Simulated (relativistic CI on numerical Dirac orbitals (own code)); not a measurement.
d8 in a ligand field

Computed with a parametric ligand-field model of a d^n configuration (Racah B and C, spin-orbit zeta, crystal field), exact diagonalisation.

Field parameters in Wybourne normalisation: D3d B²₀ = −7Dσ, B⁴₀ = −14Dq − 21Dτ, B⁴₃ = −14√(10/7) Dq; D4h B²₀ = −7Ds, B⁴₀ = 21(Dq − Dt), B⁴₄ = 21√(5/14) Dq; Oh B⁴₀ = 21Dq, B⁴₄ = √(5/14) B⁴₀. The field is a parameter set, without covalency.

Ground term and bands for B = 850, C = 3010, ζ = 0 cm⁻¹, D4h, 10Dq = 18050, Ds = 3000, Dt = 180 cm⁻¹?

Ground term 3B1 with 2.00 electrons in the two orbitals of the cubic e set. Spin-allowed: 3A2 14406 cm⁻¹ (694 nm), 3E 14652 cm⁻¹ (682 nm), 3B2 18050 cm⁻¹ (554 nm), 3E 29516 cm⁻¹ (339 nm). Lowest spin-forbidden: 1A1 4105 cm⁻¹ (2436 nm), 1B1 12606 cm⁻¹ (793 nm), 1A2 21370 cm⁻¹ (468 nm).

Ground term and bands for B = 780, C = 3600, ζ = 0 cm⁻¹, D3d, 10Dq = 16300, Dσ = -280, Dτ = -220 cm⁻¹?

Ground term 3A2 with 2.00 electrons in the two orbitals of the cubic e set. Spin-allowed: 3E 14893 cm⁻¹ (671 nm), 3A1 16215 cm⁻¹ (617 nm), 3E 22366 cm⁻¹ (447 nm), 3A2 23735 cm⁻¹ (421 nm). Lowest spin-forbidden: 1E 13211 cm⁻¹ (757 nm), 1A1 22863 cm⁻¹ (437 nm), 1E 27751 cm⁻¹ (360 nm).

Ground term and bands for B = 640, C = 2920, ζ = 0 cm⁻¹, D4h, 10Dq = 14750, Ds = -1500, Dt = -560 cm⁻¹?

Ground term 3B1 with 2.00 electrons in the two orbitals of the cubic e set. Spin-allowed: 3B2 14750 cm⁻¹ (678 nm), 3E 16923 cm⁻¹ (591 nm), 3E 24723 cm⁻¹ (404 nm), 3A2 29276 cm⁻¹ (342 nm). Lowest spin-forbidden: 1A1 5530 cm⁻¹ (1808 nm), 1B1 10822 cm⁻¹ (924 nm), 1A1 24624 cm⁻¹ (406 nm).

Ground term and bands for B = 640, C = 3180, ζ = 0 cm⁻¹, Oh, 10Dq = 4100 cm⁻¹?

Ground term 3A2 with 2.00 electrons in the two orbitals of the cubic e set. Spin-allowed: 3T2 4100 cm⁻¹ (2439 nm), 3T1 7021 cm⁻¹ (1424 nm), 3T1 14879 cm⁻¹ (672 nm). Lowest spin-forbidden: 1E 10955 cm⁻¹ (913 nm), 1T2 14705 cm⁻¹ (680 nm), 1A1 16664 cm⁻¹ (600 nm). With an A2 ground term the first spin-allowed band lies at |10Dq| itself.

Ground term and bands for B = 680, C = 2810, ζ = 0 cm⁻¹, D3d, 10Dq = 18400, Dσ = 1200, Dτ = 30 cm⁻¹?

Ground term 3A2 with 2.01 electrons in the two orbitals of the cubic e set. Spin-allowed: 3A1 17457 cm⁻¹ (573 nm), 3E 18936 cm⁻¹ (528 nm), 3A2 25543 cm⁻¹ (391 nm), 3E 25971 cm⁻¹ (385 nm). Lowest spin-forbidden: 1E 10862 cm⁻¹ (921 nm), 1A1 19563 cm⁻¹ (511 nm), 1A1 28057 cm⁻¹ (356 nm).
